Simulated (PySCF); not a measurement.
Se(Cl)(Me) (CH₃ClSe), SMILES C[Se]Cl.

Geometry optimised at B3LYP-D3(BJ)/def2-TZVP.

Method: B3LYP-D3(BJ)/def2-TZVP run with PySCF 2.14.0.

Frequencies are harmonic and unscaled.

Task: Estimate the vibrational spectrum. (An estimate is asked for; the answer gives what the named calculation found.)

Result: 
```json
[
 {"mode": "1", "ν (cm⁻¹)": "167", "IR (km/mol)": "0.1", "moving atoms (share of kinetic energy)": "H 97 %"},
 {"mode": "2", "ν (cm⁻¹)": "189", "IR (km/mol)": "1.1", "moving atoms (share of kinetic energy)": "C 39 %, Cl 24 %, H 22 %, Se 15 %"},
 {"mode": "3", "ν (cm⁻¹)": "400", "IR (km/mol)": "18.6", "moving atoms (share of kinetic energy)": "Cl 69 %, Se 31 %"},
 {"mode": "4", "ν (cm⁻¹)": "583", "IR (km/mol)": "1.3", "moving atoms (share of kinetic energy)": "C 70 %, Se 15 %, H 14 %"},
 {"mode": "5", "ν (cm⁻¹)": "910", "IR (km/mol)": "6.2", "moving atoms (share of kinetic energy)": "H 80 %, C 18 %"},
 {"mode": "6", "ν (cm⁻¹)": "924", "IR (km/mol)": "4.8", "moving atoms (share of kinetic energy)": "H 87 %, C 13 %"},
 {"mode": "7", "ν (cm⁻¹)": "1308", "IR (km/mol)": "3.2", "moving atoms (share of kinetic energy)": "H 86 %, C 14 %"},
 {"mode": "8", "ν (cm⁻¹)": "1446", "IR (km/mol)": "7.1", "moving atoms (share of kinetic energy)": "H 95 %"},
 {"mode": "9", "ν (cm⁻¹)": "1475", "IR (km/mol)": "10.8", "moving atoms (share of kinetic energy)": "H 95 %"},
 {"mode": "10", "ν (cm⁻¹)": "3050", "IR (km/mol)": "7.6", "moving atoms (share of kinetic energy)": "H 98 %"},
 {"mode": "11", "ν (cm⁻¹)": "3140", "IR (km/mol)": "3.9", "moving atoms (share of kinetic energy)": "H 91 %, C 9 %"},
 {"mode": "12", "ν (cm⁻¹)": "3166", "IR (km/mol)": "1.8", "moving atoms (share of kinetic energy)": "H 90 %, C 10 %"}
]
```
